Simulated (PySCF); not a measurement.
Compound: C7H14FN2 (charge +1).
Numbering: `[CH3:1][N:2]([CH3:3])/[CH:4]=[C:5](\[F:6])[CH:7]=[N+:8]([CH3:9])[CH3:10]` (hydrogens: H11, H12, H13 on C1; H14, H15, H16 on C3; H17 on C4; H18 on C7; H19, H20, H21 on C9; H22, H23, H24 on C10)

Method used: PBE0-D3(BJ)/def2-SVP geometry optimisation, gas phase in PySCF.

Question: List the bond lengths, angles and torsions at this level.

Answer: 
| bond | length (Å) |
| --- | --- |
| C1–N2 and 3 like bonds | 1.457 |
| N2–C4, C7=N8 | 1.317 |
| C4=C5, C5–C7 | 1.395 |
| C5–F6 | 1.340 |
| C1–H11 and 11 like bonds | 1.098 |
| C4–H17, C7–H18 | 1.093 |

Bonds in one row agree within 0.01 Å and their mean is given. A selection of angles:
| angle | degrees |
| --- | --- |
| N2–C1–H11 | 110.8 |
| N2–C1–H12 | 108.4 |
| H11–C1–H12 | 108.9 |
| C1–N2–C3 | 116.4 |
| C1–N2–C4 | 123.3 |
| C3–N2–C4 | 120.3 |
| N2–C3–H14 | 110.0 |
| N2–C4–C5 | 129.1 |
| N2–C4–H17 | 115.4 |
| C5–C4–H17 | 115.5 |
| C4–C5–F6 | 120.2 |
| C4–C5–C7 | 119.5 |

Torsions: C1–N2–C4–C5 0° (synperiplanar); N2–C4–C5–F6 0° (synperiplanar); C4–C5–C7–N8 180° (antiperiplanar); C5–C7–N8–C9 0° (synperiplanar).

The 10 heavy atoms lie in one plane (0.003 Å rms). Of the pairs four or more bonds apart, C1···F6 is among the closest relative to their van der Waals radii: 2.76 Å, 87 % of the sum of Bondi's values. C4 (carbon bonded to C, N and H) is planar (angles 129.1°, 115.5° and 115.4°, sum 360.0°, 0.00 Å off the plane of its three neighbours). C5 (vinylic C–F carbon) is planar (angles 120.3°, 120.2° and 119.5°, sum 360.0°, 0.00 Å off the plane of its three neighbours). The C–N distances run from 1.317 Å (C7=N8, drawn double) to 1.460 Å (N8–C9, drawn single), a spread of 0.143 Å. N2 (nitrogen bonded to 3 C) is planar (angles 123.3°, 120.3° and 116.4°, sum 360.0°, 0.00 Å off the plane of its three neighbours).

Point group: C2v (every atom within 0.08 Å of its image). PBE0-D3(BJ)/def2-SVP frequencies: not computed here.

The run took 3.0 min of wall time on one thread, Arm Neoverse V2 (aarch64) (shared host), and the process peaked at 1.1 GiB of memory. These figures are those of the optimisation.

One conformer stands for the species.
